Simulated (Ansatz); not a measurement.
Relaxation of FH5OSSi (9 atoms, charge 0, multiplicity 1), to a largest force component of 0.03 eV/Å in at most 50 steps.

Method: RKS BLYP/6-31G* in Ansatz.

```xyz
9
Properties=species:S:1:pos:R:3:forces:R:3
Si 0.258 -0.467 -0.308 -0.18 0.23 -0.60
F -0.454 -0.554 2.406 -0.67 -0.11 0.42
H 1.018 -0.184 -1.573 0.01 -0.04 0.02
H 0.103 0.816 0.422 -0.01 0.00 -0.01
O -1.291 -1.044 -0.595 0.10 -0.06 0.00
H -1.312 -1.918 -1.038 -0.03 0.09 0.00
S 1.579 -1.920 0.618 0.29 -0.23 0.04
H 0.698 -2.361 1.556 -0.03 -0.02 0.02
H 0.475 -0.409 2.427 0.52 0.14 0.11
```

Where does it end, and by what steps?

The run converged. After 39 steps the energy has fallen by 0.492 eV; H9 moved furthest, 1.66 Å.

```
step  energy less start (eV)  largest force component (eV/Å)  accepted
   0                  0.0000                           0.666       yes
   2                 -0.1238                           0.977       yes
   4                 -0.1550                           0.240       yes
   6                 -0.1627                           0.603        no
   8                 -0.1756                           0.035       yes
  10                 -0.1714                           0.864        no
  12                 -0.1821                           0.345       yes
  14                 -0.1863                           0.050       yes
  16                 -0.1890                           0.078       yes
  18                 -0.1901                           0.325        no
  20                 -0.1913                           0.070       yes
  22                 -0.1919                           0.115       yes
  24                 -0.1928                           0.334       yes
  26                 -0.1951                           0.217       yes
  28                 -0.2057                           0.676       yes
  30                 -0.2262                           0.271       yes
  32                 -0.2799                           0.491       yes
  34                 -0.3998                           0.824       yes
  36                 -0.4876                           0.195       yes
  38                 -0.4914                           0.032       yes
  39                 -0.4918                           0.019       yes
```

```xyz
9
Properties=species:S:1:pos:R:3
Si 0.547 -0.492 -0.384
F -0.492 -0.866 2.582
H 0.728 -0.489 -1.866
H 0.914 0.808 0.231
O -1.110 -0.645 0.025
H -1.549 -1.429 -0.368
S 1.716 -2.164 0.322
H 1.314 -1.980 1.615
H -0.992 -0.784 1.758
```

Run time: 2.2 min on 1 thread of Arm Neoverse V1 (shared host), peak memory 0.14 GiB.
